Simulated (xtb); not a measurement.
Harmonic IR lines of one isomer of H$_{2}$B$_{2}$O, unscaled. Method: GFN2-xTB in xtb.

wavenumber (cm⁻¹): 264 (m), 277 (w), 729 (w), 752 (s), 1181 (w), 2084 (vs), 2650 (m), 2679 (s)

Task: Which structure gives these lines?
A. `[H]/B=B/O` (B–B–O–H torsion 180°)
B. `B1BO1`
C. `BB=O` (H–B–B–O torsion 29°)

Result: C, `BB=O` (H–B–B–O torsion 29°)
